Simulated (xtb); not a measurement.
PbI2, SMILES [I][Pb][I] (connectivity only; charge and spin as stated), neutral, multiplicity 1. All values are semi-empirical tight-binding results from xtb (GFN2-xTB unless named), good for trends rather than for accurate numbers. Coordinates come from a GFN2-xTB optimisation. The isomer is the one that the SMILES or the coordinates give; other isomers of the formula were not compared.

Optimised geometry:

Bonds (Å): Pb1–I2 2.743, Pb1–I3 2.743. Bond angles (°): I2–Pb1–I3 103.0.

For metal compounds this method's bond lengths and energies can be far off.

Computed properties:
| Quantity | Result |
|---|---|
| point group as xtb finds it | C2v |
| orbital gap | 2.92 eV |
| zero-point energy | 0.6 kcal/mol |
| G − E(el) at 298.15 K (modified RRHO) | -20.6 kcal/mol |

Give the atomic charges and the Wiberg bond orders between heavy atoms. (The exact figures need the calculation; the answer reports its results.)

charges (e) Pb1 0.56, I2 -0.28, I3 -0.28. Bond orders Pb1–I2 1.04, Pb1–I3 1.04.
